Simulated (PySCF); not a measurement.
**Worked example: oscillator strength and radiative lifetime**

Te(SeH)(SiH3) (H₄SeSiTe), SMILES [SiH3][Te][SeH].

Geometry optimised at PBE-D3(BJ)/def2-SVP. The structure was generated by enumeration, and PubChem lists no compound with its InChIKey, so it may never have been made. The def2 effective core potentials stand for the cores of Te; spin–orbit coupling is left out. The values are those of a single conformer.

TDDFT-CAM-B3LYP/def2-SVPD run with PySCF puts the first singlet state with f over 0.02 at 5.49 eV (vertical), with the transition dipole (-0.024, -0.360, 0.177) in atomic units.

Find the oscillator strength, the wavelength and the radiative lifetime that this transition would have in vacuum if emission retraced absorption.


|μ|² = 0.1615 au, so |μ| = 1.02 D. ΔE = 5.49/27.211 = 0.2018 hartree. f = (2/3) ΔE |μ|² = 0.022 (the program prints 0.022).
λ = 1239.84/5.49 = 226 nm; ν = 44280 cm⁻¹.
Einstein's coefficient A = 0.6670 ν² f s⁻¹ (ν in cm⁻¹) = 2.8e7 s⁻¹, so τ = 1/A = 35 ns. This state is S5; the lower singlets have f = 0.001, 0.004, 0.011, 0.001. The figure is the radiative limit of this one transition; relaxation, internal conversion, crossing to triplets and a medium change what is measured.
